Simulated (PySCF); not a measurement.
A geometry optimisation on `[Cl][Nb]([Cl])([Cl])[Cl]` [radical].

Method: PBE0-D3(BJ)/def2-SVP geometry optimisation, gas phase, def2 core potentials past Kr (PySCF 2.14.0). Start geometry: GFN2-xTB. A driver script takes a list of jobs; this job's settings line and coordinates (Å) are shown.

Input:
```
{"job": {"xc": "PBE0", "basis": "def2-SVP", "d3": "d3bj", "grid": 1, "maxiter": 30, "shake": 0.03, "kind": "geom"}, "charge": 0, "multiplicity": 2}
Nb     0.061760    -0.076110     0.013780
Cl     0.243060    -0.452470     2.165860
Cl     2.070730     0.432050    -0.519180
Cl    -0.847230     1.634080    -1.209800
Cl    -1.453480    -1.648020    -0.512790
```

Output:
```
step   0  E = -1896.81257014  max force = 0.061843
step   1  E = -1896.82690278  max force = 0.009507
step   2  E = -1896.82897411  max force = 0.002706
step   3  E = -1896.83026014  max force = 0.005470
step   4  E = -1896.83059458  max force = 0.002533
step   5  E = -1896.83074349  max force = 0.000914
step   6  E = -1896.83076248  max force = 0.002504
step   7  E = -1896.83078717  max force = 0.001630
step   8  E = -1896.83080167  max force = 0.000460
step   9  E = -1896.83080511  max force = 0.000278
optimisation converged
```

Energies in Eh; «max force» is the largest Cartesian gradient component in Eh/bohr.

How much energy does the optimisation release, in kcal/mol?

E(step 0) − E(last step) = 0.018235 Eh, which is 11.4 kcal/mol.

Give the first gradient maximum in eV/Å.

With 1 Eh/bohr = 51.422 eV/Å, 3.180 eV/Å.

In short: final energy -1896.83081 Eh after 9 steps; dipole 0.04 D.

Where do the atoms end?

0.288 Å rms from the input after alignment:
```
atom  x, y, z in Å
Nb1    0.0146   -0.0235   -0.0028
Cl2    0.1849   -0.1762    2.2628
Cl3    2.1645    0.0096   -0.7443
Cl4   -0.9312    1.8103   -0.9568
Cl5   -1.3580   -1.7306   -0.6210
```

On Arm Neoverse V2, one thread, shared host with 96 logical CPUs at a one-minute load of 34, this took 2.0 min wall and 0.47 GiB of memory at its peak.
Labels such as C1 count atoms from 1, the log's own numbers from 0.
